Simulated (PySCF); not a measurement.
HOZn, SMILES [Zn+][OH], charge +1.

Geometry optimised at B3LYP-D3(BJ)/def2-TZVP. The multiplicity is an assumed one; other spin states were not compared. The isomer is the one that the SMILES or the coordinates give; other isomers of the formula were not compared.

Method: B3LYP/def2-TZVPD (PySCF).

Computed frontier levels, gap, dipole moment and polarisability:
```
Property                                                           Value
------------------------------------------------  ----------------------
highest occupied level                                         -14.86 eV
lowest empty level                                             -11.46 eV
orbital gap                                                      3.40 eV
dipole moment about the centre of nuclear charge                  3.80 D
mean static polarisability                          22.6 bohr³ (3.34 Å³)
polarisability, principal values                  16.2, 17.2, 34.3 bohr³
```
